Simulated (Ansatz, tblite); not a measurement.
Forces on the cluster Cs₇⁻ at its B3LYP/def2-SVPD geometry. The state is a singlet with charge -1.

In the def2 sets Cs takes a core potential; there is no spin–orbit coupling. The xTB rows come from tblite. The restricted singlet is unstable towards broken spin symmetry in Hartree–Fock (as tested in another run); at PBE/def2-TZVPD this wasn't settled. The structure comes from a short search, and lower isomers may exist.

GFN1-xTB (tblite), largest force 0.49 eV/Å:

```xyz
7
positions Å, forces eV/Å
Cs   -1.033   -2.051    2.958    0.098    0.258   -0.383
Cs    2.144   -2.111   -1.963   -0.226    0.183    0.182
Cs   -2.822   -3.862   -1.716    0.101    0.166    0.078
Cs    3.584    0.317    2.354   -0.193   -0.057   -0.100
Cs   -1.211    3.161    2.592    0.013   -0.180   -0.132
Cs   -2.795    1.436   -2.013    0.343   -0.214    0.279
Cs    2.132    3.111   -2.213   -0.136   -0.155    0.076
```

GFN2-xTB (tblite), largest force 0.26 eV/Å:

```
Cs -0.028 -0.063 0.240
Cs 0.214 -0.089 -0.115
Cs -0.049 -0.055 -0.032
Cs 0.166 -0.128 0.108
Cs -0.211 0.078 0.123
Cs -0.140 0.181 -0.092
Cs 0.049 0.077 -0.232
```

PBE/def2-TZVPD (Ansatz), largest force 0.05 eV/Å:

```
Cs 0.004 0.019 -0.041
Cs -0.031 0.011 0.009
Cs 0.020 0.027 0.014
Cs -0.026 0.012 -0.012
Cs 0.026 -0.019 -0.024
Cs 0.026 -0.029 0.018
Cs -0.019 -0.020 0.036
```
